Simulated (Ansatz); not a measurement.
Reaction (isomerisation): `CB1N=C1C` → `NBC1C=C1`

Isolated molecules relaxed with PBE0-D4/def2-TZVP in Ansatz; ΔE leaves out vibrations. CCSD(T)/CBS adds triple-zeta CCSD(T) − MP2 to the extrapolated MP2 energy (def2 sets, frozen cores). DFT in def2-TZVPP. One conformer a species, not always the lowest.

Is it downhill or uphill in electronic energy at CCSD(T)/CBS, and by how much? (Best estimate.)

The calculation gave: Uphill: ΔE = +77.7 kJ/mol.

What do these levels give: PBE0-D4, BHLYP-D4, CAM-B3LYP-D4, BHLYP, HF/def2-SVP, MP2/def2-SVP? (Estimate.)

Computed: PBE0-D4 87.2, BHLYP-D4 92.0, CAM-B3LYP-D4 86.4, BHLYP 93.0, HF/def2-SVP 110.6, MP2/def2-SVP 88.9 kJ/mol.

What do rigid-rotor, harmonic-oscillator terms from PBE0-D4/def2-TZVP frequencies (298.15 K, 1 bar) make of the CCSD(T)/CBS value? (Estimate.)

The calculation gave: ΔZPE = -0.7 kJ/mol, ΔH = +75.1 kJ/mol, ΔS = -23 J/(mol·K), ΔG = +81.9 kJ/mol. Modes under 50 cm⁻¹ make the entropy rough.

Largest T1 diagnostic among the species: 0.011.

From PBE to PBE0 (25 % exact exchange), in def2-TZVPP and without D4, ΔE moves by +4.9 kJ/mol. At CCSD(T), def2-SVP lies +10.7 kJ/mol from the extrapolated value and def2-TZVPP +4.9 kJ/mol. In def2-TZVPP, CCSD(T) changes the Hartree–Fock value by −25.1 kJ/mol (the triples alone add −2.2 kJ/mol) and MP2 by −27.8 kJ/mol.
